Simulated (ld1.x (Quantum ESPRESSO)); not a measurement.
Al: one change to a TM potential, before and after

aluminium (Al), norm-conserving Troullier–Martins (Kleinman–Bylander form), made with ld1.x (Quantum ESPRESSO) 7.5 (PBEsol, non-relativistic). Core [Ne], reference 3s2 3p1. Waves: 3p (bound): rc 2.60 bohr; 3s (bound): rc 1.85 bohr. Local part: the s channel. Core correction: Bessel-smoothed model core inside 1.90 bohr.

All-electron outer shells of the reference configuration (PBEsol, non-relativistic, ld1.x):

```tsv
shell	level (eV)	outermost node (bohr)	outermost maximum (bohr)
2p	-69.58	–	0.43
3s	-7.69	0.80	2.09
3p	-2.70	0.82	2.64
```

Change: wave 3p (bound): rc 2.60 bohr becomes 3p (bound): rc 2.90 bohr.

Cutoffs: the cutoffs (Ry, on a coarse ladder) from which the occupation-weighted sum of valence levels, in a spherical-Bessel basis at the reference potential, stays within 10 and 1 mRy of its value at 400 Ry; they do not see the model core or the augmentation charge, which bear on the density cutoff. Errors are all-electron minus pseudo energies relative to the spin-unpolarised reference configuration.

**Question.** What does the change do?

**Answer.** The potential gets neither clearly harder nor softer (10 Ry and 30 Ry → 10 Ry and 30 Ry); of the 7 tests that both files solve, the error grows in 1 and shrinks in 4 by more than 15 % and 0.3 meV (median size 2.1 → 1.2 meV); neither file shows a bound ghost.

| quantity | base | changed |
| --- | --- | --- |
| cutoff, loose | 10 Ry | 10 Ry |
| cutoff, tight | 30 Ry | 30 Ry |
| bound ghosts | none | none |
| error for 3s2 3p0, meV [ΔE 5.75 eV] | +1.1 | +0.8 |
| error for 3s1 3p0, meV [ΔE 24.88 eV] | +6.4 | +4.5 |
| error for 3s2 3p0.5, meV [ΔE 2.08 eV] | +0.3 | +0.3 |
| error for 3s2 3p1.3, meV [ΔE -0.57 eV] | +0.1 | +0.1 |
| error for 3s0 3p3, meV [ΔE 10.34 eV] | -7.0 | -3.0 |
| error for 3s1 3p2, meV [ΔE 5.09 eV] | -2.1 | -1.2 |
| error for 3s1 3p1, meV [ΔE 11.50 eV] | +2.1 | +3.1 |
